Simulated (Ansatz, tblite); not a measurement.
Cost and result up the ladder for Sn₂₆H₃₃⁺, a nanocrystal with a defect cut from the lattice of tin (one cap removed) (59 atoms). Charge 1, multiplicity 1. Geometry: r2SCAN-D4/def2-SVP.

Cartesian coordinates in Å:
```
Sn -1.5130 -0.7911 5.1819
Sn -0.6903 -4.7491 2.2699
Sn 0.6912 3.0793 4.3743
Sn 3.7820 3.3691 0.5351
Sn 2.2472 -4.2729 -1.0995
Sn 4.3459 -0.3955 -1.9147
Sn 1.5044 -0.6434 1.6551
Sn -2.9800 -1.0455 0.7740
Sn -0.8780 3.0195 -0.0333
Sn -0.3575 -0.8159 -2.7289
Sn -2.3518 -4.7306 -1.9770
Sn 2.1241 3.2967 -3.5741
Sn -2.8371 2.8718 -4.2640
Sn 0.9004 0.2881 4.2510
Sn 1.6877 -3.4547 1.5294
Sn -3.6155 -0.2949 3.4081
Sn -2.7853 -3.8477 0.6422
Sn 3.8640 0.5655 0.7144
Sn -1.2195 4.0325 2.5718
Sn 1.5303 4.1548 -0.9484
Sn 4.6235 -3.1796 -2.0913
Sn 0.0891 -3.6031 -2.7685
Sn 2.0307 0.5183 -3.2055
Sn -0.5698 0.2112 -0.0462
Sn -3.0700 3.7638 -1.6300
Sn -2.4850 0.1013 -4.3338
H -1.8729 -0.0435 6.6868
H -1.3545 -2.4813 5.4347
H -0.4557 -6.4307 2.0023
H -1.0327 -4.5028 3.9340
H 0.2222 3.5069 5.9712
H 2.1996 3.8236 4.0291
H 5.1948 3.8869 -0.2981
H 3.7631 4.0781 2.0973
H 2.3706 -5.9942 -1.1286
H 5.6396 0.5065 -2.6146
H -4.1961 -0.5039 -0.3291
H -2.2635 -6.4431 -2.0576
H -3.5871 -4.1751 -3.0328
H 3.7243 3.7125 -4.0378
H 1.0117 3.8085 -4.7721
H -1.4682 3.5959 -5.0063
H -4.2331 3.2577 -5.1852
H 2.2020 -0.2305 5.2575
H 3.0065 -3.9330 2.5342
H -4.9953 -1.2182 3.8536
H -4.0383 1.3696 3.4414
H -4.2781 -4.4708 1.2400
H 5.2485 0.0672 1.6196
H -1.1218 5.7437 2.4251
H -2.8075 3.6271 3.0874
H 1.4365 5.8766 -1.0272
H 5.9831 -3.6365 -1.1484
H 4.8980 -3.6078 -3.7307
H 0.4707 -3.9573 -4.4139
H -4.4658 3.0618 -0.9153
H -3.2311 5.4727 -1.5664
H -3.8667 -0.7211 -3.7269
H -2.1706 -0.4935 -5.9148
```

Ansatz on 11 threads of AMD EPYC 7R13 on a shared host and a whole NVIDIA H100 80GB HBM3; xTB runs through tblite on one thread. Times are rough, summed over both states, and most runs start from the orbitals of an earlier one. PBE0-D4/def2-SVP serves as the yardstick here, not as an exact answer. The other state is a doublet.

In the def2 sets Sn takes a core potential; there is no spin–orbit coupling. The xTB rows come from tblite. HSE06 is defined as in plane-wave codes, on full-range PBE exchange. Single mean-field runs in def2-SVP are fitted with def2-universal-jkfit. HOMO above LUMO, or a gap near zero within one spin, warns that the state may not be the lowest or that an electron is smeared out.

Raw xTB energies of ions are shifted by several eV.

```
                         level  functions  vertical IE (eV)  difference from PBE0-D4/def2-SVP (eV)                                     remarks
 PBE-D4/def2-SVP (with forces)        841              9.22                                  -0.42  gap within one spin near zero (+2 doublet)
PBE0-D4/def2-SVP (with forces)        841              9.63                                   0.00                                           –
                      GFN1-xTB        300             13.85                                   4.22                                           –
                      GFN2-xTB        267             14.06                                   4.42                                           –
             HSE06-D4/def2-SVP        841              9.58                                  -0.06  gap within one spin near zero (+2 doublet)
```

Q: Estimate how long each takes.

A: GFN1-xTB 1.3 s; GFN2-xTB 3.5 s; PBE-D4/def2-SVP (with forces) 20 s; PBE0-D4/def2-SVP (with forces) 56 s; HSE06-D4/def2-SVP 66 s. On shared hardware such times vary by a factor of up to 3.
